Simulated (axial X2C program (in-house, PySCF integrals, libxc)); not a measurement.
# Potential curves of IBr, two-component

Computed with an axial X2C code built on PySCF integrals. Two-component (2c) means X2C with spin–orbit coupling and atomic mean-field two-electron Coulomb and Gaunt terms. Basis: I dyall-cv3z [11s12p8d4f1g], Br dyall-cv3z [8s9p6d4f1g] (cores contracted in-house); Gaussian nuclei, density fitting, unrestricted open shells. Masses: I 126.904 u, Br 78.918 u.

State: Ω = 0 (closed shell). Energies in eV from the fragments at the same level (I + Br). Fits are polynomials in 1 − R0/R over 0.85 to 1.23 times the lowest point R0.

| R (Å) | B97-3 | CCSD | HF |
| --- | --- | --- | --- |
| 2.1611 | -0.6039 |  | 0.8288 |
| 2.2604 | -1.2556 | -0.9704 | 0.1654 |
| 2.3350 | -1.5313 | -1.2584 | -0.1091 |
| 2.4095 | -1.6736 | -1.4098 | -0.2431 |
| 2.4840 | -1.7167 | -1.4601 | -0.2719 |
| 2.5709 | -1.6765 | -1.4266 | -0.2084 |
| 2.6579 | -1.5686 | -1.3246 | -0.0710 |
| 2.7697 | -1.3679 | -1.1311 | 0.1754 |
| 2.9063 | -1.0742 |  | 0.5347 |
| 3.1050 | -0.6286 |  | 1.0910 |

Correlated methods: 14 electrons correlated (number of frozen shells: I 4 s, 3 p, 2 d; Br 3 s, 2 p, 1 d), 260 virtual spin orbitals or spinors in MP2, 90 natural virtuals in coupled cluster.

One determinant describes the state; a PBE0 search over occupations chose it and may have missed a lower one. The closed shell is kept restricted, so the energy runs too high when the bond is stretched far. De is counted from the lowest determinant-based energies of the atoms at the same level, without counterpoise correction. CCSD ran in a truncated set of natural virtual spinors with an MP2 remainder; without triples it tends to underbind. The functionals have no current-density term, which raises determinants with orbital currents, atoms included. Coupled cluster ran on the points near the minimum only. MP2 and coupled cluster on one determinant become unreliable at the stretched end.

**Question.** What are Re, ωe and De at the B97-3 level?

**Answer.** At B97-3, 2c: Re = 2.487 Å, ωe ≈ 268 cm⁻¹, De = 1.72 eV to I + Br; Be follows as 0.056 cm⁻¹.

**Question.** What are Re, ωe and De at the CCSD level?

**Answer.** At CCSD, 2c: Re = 2.494 Å, ωe ≈ 267 cm⁻¹, De = 1.46 eV to I + Br; Be follows as 0.0557 cm⁻¹.

**Question.** Fit the HF curve near its minimum: give the equilibrium distance, the harmonic wavenumber and the well depth.

**Answer.** At HF, 2c: Re = 2.471 Å, ωe ≈ 287 cm⁻¹, De = 0.27 eV to I + Br; Be follows as 0.0568 cm⁻¹.
